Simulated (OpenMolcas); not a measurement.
W4+ (d2) in a complex was computed by CASSCF with the d shell active (OpenMolcas, ANO-RCC-VTZP on the metal). Its lowest spin-free states, and all those of the highest spin:

| 2S+1 | Degeneracy | E (cm-1) |
| --- | --- | --- |
| 3 | 2 | 0.0 |
| 3 | 1 | 967.5 |
| 1 | 2 | 9274 |
| 1 | 1 | 10040 |
| 1 | 2 | 11595 |
| 1 | 1 | 23886 |
| 3 | 2 | 32846 |
| 3 | 1 | 34083 |
| 3 | 2 | 41509 |
| 3 | 1 | 43321 |
| 1 | 2 | 43474 |
| 1 | 1 | 44732 |
| 3 | 1 | 68190 |

Q: Is the site octahedral, tetrahedral or cube-like, axial, or of lower symmetry?

A: The states with 2S+1 = 3 have orbital degeneracies 2, 1, 2, 1, 2, 1, 1. There are pairs but no triples, so the site is axial: not cubic, but with a proper or improper axis of order three or more. The run had W4+ with 6 ligands (fluoride) in trigonal antiprismatic coordination (D3d) at 1.97 Å, a polar angle of 58.0° against the regular 54.74°. A charge of +0.333 e stands 2.4 Å behind each ligand. Ligand basis ANO-RCC-VDZP.

An orbital doublet at a regular site is open to a Jahn-Teller distortion, which this geometry leaves out. Without dynamic correlation the repulsion within the d shell is too large (B by tens of per cent), so at a given field states of lower spin stand too high. The least metal-like active orbital is 77 % on the metal (Löwdin) and no ligand orbital is active, so the numbers are rough. With metal d orbitals alone the field can be off either way by tens of per cent. Ligand-to-metal charge-transfer states are missing. With no ligand orbital active B as a rule stays too high, so bands that hang on it stand too high and its fall with covalency is understated. No measured value stands beside these numbers; the geometry was imposed, not optimised, and the real ion may take another.
